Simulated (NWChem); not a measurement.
System: MnF₂, sextet; SMILES [Mn]([F])[F]

Question: Give the equilibrium geometry at PBE-D3(BJ)/def2-SVP, spin-unrestricted (NWChem) as a Z-matrix, with the point group.

Answer: point group D*h; any orientation.
```
Mn
F 1 1.7732
F 1 1.7732 2 179.99
```
